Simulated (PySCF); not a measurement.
**Unknown compound**

Molecular formula: C7H7NO. Simulated spectra:

¹H NMR (400 MHz, computed): δ 9.42 (s, 1H), 9.09 (d, 1H), 8.83 (d, 1H), 7.62 (m, 1H), 2.71 (s, 3H).

¹³C{¹H} NMR (computed): δ 199.9 (C), 159.5 (CH), 156.2 (CH), 142.9 (CH), 134.9 (C), 128.8 (CH), 28.9 (CH3).

PySCF calculation with σ from GIAO-PBE0/pcSseg-1 and geometry from GFN2-xTB; no relativistic terms, a single conformation, fast rotation and ring inversion assumed for equivalent nuclei, no solvent model.

References, each an isolated molecule treated in the same way: TMS for ¹H (σ = 31.72 ppm), ¹³C (σ = 186.93 ppm).

**Question.** Which of these isomers gave the spectra?
A. CC#CC#CC(=O)NC
B. CC(=O)c1cccnc1
C. C#C[C@@H]1C=C[C@@H]1NC=O
D. CC(C)(C#N)c1cc1=O

**Answer.** B. 

1. The formula gives 5 degrees of unsaturation (1 ring in the answer).
2. 7 carbon signals for 7 carbons: no two carbons are equivalent.
3. Carbon types of the structure: 2 × C, 4 × CH, 1 × CH3, which accounts for all hydrogens.
4. δC 199.9: ketone carbonyl carbon; the double bond to the heteroatom, with no lone-pair donor beside it, deshields it most.
5. δC 159.5, 156.2: aromatic CH next to a ring nitrogen; the adjacent pyridine-type nitrogen withdraws density from it.
6. δC 142.9, 128.8: aromatic CH.
7. δH 9.42, 9.09: hydrogen on an aromatic CH next to a ring nitrogen; ring current plus the neighbouring ring nitrogen.
8. δH 8.83, 7.62: hydrogen on an aromatic CH.

The others: CC(C)(C#N)c1cc1=O would give 6 carbon signals, not 7; CC#CC#CC(=O)NC would give 2 signals for carbon-bound and other non-exchanging H, not 5; C#C[C@@H]1C=C[C@@H]1NC=O would give 6 signals for carbon-bound and other non-exchanging H, not 5.

Shifts are as computed. Against solution values, carbons near 30 ppm lie about +3 ppm off and those near 130 ppm about +5 ppm. Of 1211 compounds with measured shifts, 218 miss one by over three times the rms of a fit or turn the order of signals round; such compounds aren't used in these exercises. No couplings were computed; multiplicities are counted from neighbouring protons, with m where these are inequivalent, close in shift, in a saturated or five-membered ring or joined by F or P, and br s for small geminal =CH2 splittings.
